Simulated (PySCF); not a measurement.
Two-photon absorption: SMILES C#CC=C=C(F)C#C, C$_{7}$H$_{3}$F

Geometry:
```json
{"atom": "C1", "x (Å)": "2.816", "y (Å)": "1.319", "z (Å)": "-1.133"}
{"atom": "C2", "x (Å)": "2.148", "y (Å)": "0.606", "z (Å)": "-0.414"}
{"atom": "C3", "x (Å)": "1.396", "y (Å)": "-0.232", "z (Å)": "0.456"}
{"atom": "C4", "x (Å)": "0.171", "y (Å)": "-0.653", "z (Å)": "0.217"}
{"atom": "C5", "x (Å)": "-1.066", "y (Å)": "-1.051", "z (Å)": "0.012"}
{"atom": "F6", "x (Å)": "-1.328", "y (Å)": "-2.198", "z (Å)": "-0.630"}
{"atom": "C7", "x (Å)": "-2.208", "y (Å)": "-0.319", "z (Å)": "0.444"}
{"atom": "C8", "x (Å)": "-3.179", "y (Å)": "0.306", "z (Å)": "0.814"}
{"atom": "H9", "x (Å)": "3.401", "y (Å)": "1.947", "z (Å)": "-1.780"}
{"atom": "H10", "x (Å)": "1.888", "y (Å)": "-0.543", "z (Å)": "1.390"}
{"atom": "H11", "x (Å)": "-4.037", "y (Å)": "0.864", "z (Å)": "1.140"}
```

The calculation used TDDFT CAM-B3LYP/def2-TZVPD excited states, vertical, gas phase in PySCF 2.14.0. Geometry: PBE0-D3(BJ)/def2-SVP.

**Question.** Give the one- and two-photon strengths of the lowest singlets.

**Answer.** δ for parallel linear polarisation; σ at the peak of a Lorentzian of half width 0.1 eV, single beam; Ω is circular over linear.
| state | E (eV) | f | photon λ (nm) | δ (au) | σ (GM) | Ω | main |
| --- | --- | --- | --- | --- | --- | --- | --- |
| S1 | 4.16 | 0.000 | 597 | 0.17 | 0.00 | 1.50 | HOMO→LUMO 0.94 |
| S2 | 5.22 | 0.002 | 475 | 0.52 | 0.01 | 1.25 | HOMO−2→LUMO 0.77, HOMO−1→LUMO+1 0.11 |
| S3 | 5.29 | 0.000 | 469 | 0.34 | 0.00 | 0.80 | HOMO−1→LUMO+1 0.74, HOMO−2→LUMO 0.12 |
| S4 | 5.34 | 0.193 | 464 | 77.1 | 0.81 | 0.77 | HOMO−1→LUMO 0.77, HOMO→LUMO+1 0.09 |
| S5 | 5.58 | 0.523 | 444 | 38.7 | 0.44 | 0.69 | HOMO→LUMO+1 0.59, HOMO−3→LUMO 0.16 |
| S6 | 6.02 | 0.000 | 412 | 0.45 | 0.01 | 1.26 | HOMO−3→LUMO+1 0.55 |

Among these, the strongest one-photon state is S5, the strongest two-photon state S4, with a dipole change of 1.6 D (relaxed, norm of the difference vector).
